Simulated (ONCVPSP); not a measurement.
**Reading a pseudo-wave (Be)**

Columns: radius, all-electron u(r) and pseudo u(r) of the 2s shell (level -13.65 eV) of beryllium in the configuration [He] 2s1; LDA (Perdew-Zunger), scalar-relativistic, ONCV scheme, ONCVPSP 4.0.1.

```json
{"r (bohr)": "0.088", "all-electron": "-0.2106", "pseudo": "0.0225"}
{"r (bohr)": "0.175", "all-electron": "-0.2876", "pseudo": "0.0458"}
{"r (bohr)": "0.262", "all-electron": "-0.2857", "pseudo": "0.0710"}
{"r (bohr)": "0.350", "all-electron": "-0.2363", "pseudo": "0.0995"}
{"r (bohr)": "0.438", "all-electron": "-0.1603", "pseudo": "0.1318"}
{"r (bohr)": "0.525", "all-electron": "-0.0720", "pseudo": "0.1680"}
{"r (bohr)": "0.612", "all-electron": "0.0208", "pseudo": "0.2081"}
{"r (bohr)": "0.700", "all-electron": "0.1139", "pseudo": "0.2522"}
{"r (bohr)": "0.788", "all-electron": "0.2025", "pseudo": "0.2989"}
{"r (bohr)": "0.875", "all-electron": "0.2838", "pseudo": "0.3465"}
{"r (bohr)": "0.962", "all-electron": "0.3576", "pseudo": "0.3947"}
{"r (bohr)": "1.050", "all-electron": "0.4240", "pseudo": "0.4430"}
{"r (bohr)": "1.138", "all-electron": "0.4822", "pseudo": "0.4899"}
{"r (bohr)": "1.225", "all-electron": "0.5316", "pseudo": "0.5334"}
{"r (bohr)": "1.312", "all-electron": "0.5733", "pseudo": "0.5728"}
{"r (bohr)": "1.400", "all-electron": "0.6079", "pseudo": "0.6071"}
{"r (bohr)": "1.487", "all-electron": "0.6353", "pseudo": "0.6348"}
{"r (bohr)": "1.575", "all-electron": "0.6565", "pseudo": "0.6563"}
{"r (bohr)": "1.662", "all-electron": "0.6715", "pseudo": "0.6714"}
{"r (bohr)": "1.750", "all-electron": "0.6812", "pseudo": "0.6812"}
{"r (bohr)": "1.838", "all-electron": "0.6860", "pseudo": "0.6860"}
{"r (bohr)": "1.925", "all-electron": "0.6865", "pseudo": "0.6865"}
{"r (bohr)": "2.012", "all-electron": "0.6831", "pseudo": "0.6831"}
{"r (bohr)": "2.100", "all-electron": "0.6763", "pseudo": "0.6763"}
{"r (bohr)": "2.188", "all-electron": "0.6665", "pseudo": "0.6665"}
{"r (bohr)": "2.275", "all-electron": "0.6544", "pseudo": "0.6544"}
```

Q: How many radial nodes do the two functions have?

A: The all-electron 2s function has n − l − 1 = 1; the pseudo-wave has 0, since the states of the same l below it are removed with the core.

Q: At about which radius was the pseudo-wave matched?

A: 1.75 bohr. The columns agree to 0.0005 from 1.49 bohr on; several derivatives are matched, so the curves merge somewhat inside the radius.

Q: Is the pseudo-wave norm-conserving?

A: Yes: the ONCV scheme keeps the norm inside the radius equal to the all-electron one, which fixes the energy derivative of the logarithmic derivative at the level.
